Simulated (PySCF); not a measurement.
Molecule: `C[S@](=O)C[S@@](C)=O`, C$_{3}$H$_{8}$O$_{2}$S$_{2}$.

Bonds (- single, = double, # triple, : aromatic): C1-S2, S2=O3, S2-C4, C4-S5, S5-C6, S5=O7. C1 carries H8, H9, H10; C4 carries H11, H12; C6 carries H13, H14, H15. Stereochemistry as in C[S@](=O)C[S@@](C)=O. H12 is pro-R; H11 is pro-S.

Frames of a GFN2-xTB Langevin trajectory at 300 K; GIAO PBE0/pcSseg-1 shieldings in PySCF 2.14.0 with density-fitted response routines, gas phase, non-relativistic; equivalent atoms averaged within each frame.

Chemical shifts δ = σref − σ; ¹³C (186.93 ppm), ¹H (31.72 ppm) vs TMS; CS2 for ³³S (503.73 ppm); ¹⁷O (336.08 ppm) vs H2O, all at this level. The references are static minima.

How do the shifts (ppm) fluctuate along the trajectory?

Results:


| time (fs) | C4 | C1/C6 | S2/S5 | O3/O7 | H12 | H11 | H8/H9/H10/H13/H14/H15 |
| --- | --- | --- | --- | --- | --- | --- | --- |
| 250 | 78.7 | 54.3 | 334 | 73.5 | 4.13 | 3.73 | 3.41 |
| 425 | 86.2 | 53.1 | 358 | 85.2 | 4.43 | 4.13 | 3.72 |
| 625 | 79.4 | 47.1 | 310 | 61.7 | 4.51 | 4.78 | 2.52 |
| 800 | 84.0 | 47.8 | 353 | 92.7 | 4.52 | 3.61 | 2.61 |
| 1000 | 97.7 | 45.1 | 331 | 79.5 | 4.64 | 3.89 | 2.83 |
| mean of frames | 85.2 | 49.5 | 337 | 78.5 | 4.45 | 4.03 | 3.02 |
| standard deviation | 7.7 | 4.0 | 19 | 11.8 | 0.19 | 0.46 | 0.52 |

5 frames give an uncertainty of the mean of about the standard deviation over 2.2 at best, since frames this close in time may not be independent; classical motion lacks zero-point vibration, and the reference would need the same averaging.
